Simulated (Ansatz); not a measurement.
Consider the formal exchange of groups at a C–Si bond: `FC[SiH2][SnH3]` + `FCF` → `FCC(F)F` + `[SiH3][SnH3]`.

Gas-phase electronic energies from Ansatz, PBE0-D4/def2-TZVP geometries. CCSD(T)/CBS is the MP2 limit (def2-TZVPP, def2-QZVPP) plus CCSD(T) − MP2 in def2-TZVPP, frozen cores. This one scheme is used for every species. Functionals use def2-TZVPP. B3LYP here is the variant with VWN-RPA as its local correlation; programs differ in this. Elements past krypton have def2 core potentials. For Sn outer-core shells are correlated without core-valence functions, which leaves a few kJ/mol of doubt a bond. Each species was taken in one conformer, which may not be the lowest.

`FC[SiH2][SnH3]`:

Z-matrix (Å, degrees):
```
C
Si 1 1.902
F 1 1.391 2 110.2
H 1 1.095 2 110.8 3 -119.7
H 1 1.095 2 111.6 3 120.0
Sn 2 2.562 1 109.6 3 50.4
H 2 1.488 1 109.8 3 -71.3
H 2 1.490 1 107.3 3 171.0
H 6 1.705 2 111.3 1 -71.0
H 6 1.708 2 110.0 1 49.4
H 6 1.708 2 110.6 1 168.6
```

`FCF`:

Cartesian coordinates in Å:
```
F -0.596 -1.165 0.051
C 0.058 0.014 -0.043
F -0.532 0.902 0.786
H 1.094 -0.132 0.276
H -0.025 0.381 -1.070
```

`FCC(F)F`:

Cartesian coordinates in Å:
```
F -1.424 -1.001 -0.354
C -0.500 -0.381 0.449
C 0.452 0.414 -0.410
F 1.223 -0.414 -1.149
F 1.268 1.125 0.407
H 0.058 -1.136 1.009
H -1.017 0.292 1.138
H -0.059 1.103 -1.090
```

`[SiH3][SnH3]`:

```xyz
8

Si    0.297    0.538    1.162
Sn   -0.282   -0.510   -1.101
H     1.687    1.067    1.141
H     0.189   -0.478    2.242
H    -0.635    1.656    1.462
H    -0.173    0.650   -2.349
H    -1.871   -1.134   -1.090
H     0.789   -1.789   -1.468
```

```json
{"level": "PBE-D4", "ΔE (kJ/mol)": "-1.3", "difference from CCSD(T)/CBS": "2.8"}
{"level": "PBE0-D4", "ΔE (kJ/mol)": "-4.7", "difference from CCSD(T)/CBS": "-0.6"}
{"level": "ωB97X-V", "ΔE (kJ/mol)": "-8.1", "difference from CCSD(T)/CBS": "-4.0"}
{"level": "ωB97M-V", "ΔE (kJ/mol)": "-6.3", "difference from CCSD(T)/CBS": "-2.2"}
{"level": "B2PLYP", "ΔE (kJ/mol)": "-5.2", "difference from CCSD(T)/CBS": "-1.1"}
{"level": "r2SCAN", "ΔE (kJ/mol)": "-7.9", "difference from CCSD(T)/CBS": "-3.8"}
{"level": "PBE0", "ΔE (kJ/mol)": "-6.8", "difference from CCSD(T)/CBS": "-2.7"}
{"level": "B3LYP", "ΔE (kJ/mol)": "-5.2", "difference from CCSD(T)/CBS": "-1.1"}
{"level": "HF/def2-TZVPP", "ΔE (kJ/mol)": "-15.1", "difference from CCSD(T)/CBS": "-11.0"}
{"level": "MP2/def2-TZVPP", "ΔE (kJ/mol)": "-3.9", "difference from CCSD(T)/CBS": "0.2"}
{"level": "SCS-MP2/def2-TZVPP", "ΔE (kJ/mol)": "-5.3", "difference from CCSD(T)/CBS": "-1.2"}
{"level": "HF/def2-QZVPP", "ΔE (kJ/mol)": "-14.7", "difference from CCSD(T)/CBS": "-10.6"}
{"level": "MP2/def2-QZVPP", "ΔE (kJ/mol)": "-2.0", "difference from CCSD(T)/CBS": "2.1"}
{"level": "SCS-MP2/def2-QZVPP", "ΔE (kJ/mol)": "-3.5", "difference from CCSD(T)/CBS": "0.6"}
{"level": "HF/CBS(def2)", "ΔE (kJ/mol)": "-14.6", "difference from CCSD(T)/CBS": "-10.5"}
{"level": "CCSD/CBS(def2)", "ΔE (kJ/mol)": "-5.2", "difference from CCSD(T)/CBS": "-1.1"}
{"level": "CCSD(T)/CBS", "ΔE (kJ/mol)": "-4.1", "difference from CCSD(T)/CBS": "0"}
```

Largest T1 diagnostic among the species: 0.013.

The D4 term adds +3.5 kJ/mol with B3LYP and +2.1 kJ/mol with PBE0; it sums over pairs of atoms, weighted by their polarisabilities, and B3LYP, whose exchange is more repulsive, gets the larger term. From PBE to PBE0 (25 % exact exchange), in def2-TZVPP and without D4, ΔE moves by −3.3 kJ/mol. In def2-TZVPP, CCSD(T) changes the Hartree–Fock value by +8.1 kJ/mol (the triples alone add +1.0 kJ/mol) and MP2 by +11.3 kJ/mol.
